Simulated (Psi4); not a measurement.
Pair of molecules: HF (SMILES F) (first 2 atoms) with N2 (SMILES N#N); geometry from B3LYP-D3(BJ)/def2-TZVP, rigid monomers moved along the line of their centres of mass till H2···N4 is 2.34 Å.
(charge 0, multiplicity 1):
```csv
atom,x (Å),y (Å),z (Å)
F,-0.3906,-0.2074,-0.6506
H,-0.2831,-0.1725,0.2706
N,0.1147,-0.0459,3.6713
N,-0.0119,-0.0859,2.5897
```

These are SAPT0/jun-cc-pV(D+d)Z run with Psi4 values and carry that method's errors.

### Question
Give the four SAPT terms and the total, and say what mostly holds the pair together.

### Answer
electrostatics -78.9, exchange 53.6, induction -31.2, dispersion -23.8, total -80.2 meV; the largest attraction is electrostatics.
